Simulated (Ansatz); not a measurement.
Basis-set extrapolation for CHBO2S (PBE0-D4/def2-TZVP geometry, frozen core, Ansatz). Multiplicity 1, RHF reference.

```
                      def2-TZVPP   def2-QZVPP
                 HF  -610.567968  -610.588627
    MP2 correlation    -0.853390    -0.919917
CCSD(T) correlation    -0.913690      not run
```

Energies in hartree. Use E(X) = E(∞) + A·exp(−7.88·√X) for Hartree–Fock and E(X) = E(∞) + B·X^(−2.97) for correlation, with X = 3 and 4, and add CCSD(T) minus MP2 of the smaller set to the MP2 limit.

Problem. What is the CCSD(T) energy at the basis-set limit?

Solution. HF limit: -610.588627 + (-0.020659) × 0.13774 = -610.59147. MP2 limit: -0.919917 + (-0.066527) × 0.74074 = -0.96920. Higher-order term: -0.913690 − (-0.853390) = -0.06030. Total: -611.62097 hartree, 365.8 kJ/mol below CCSD(T)/def2-TZVPP.
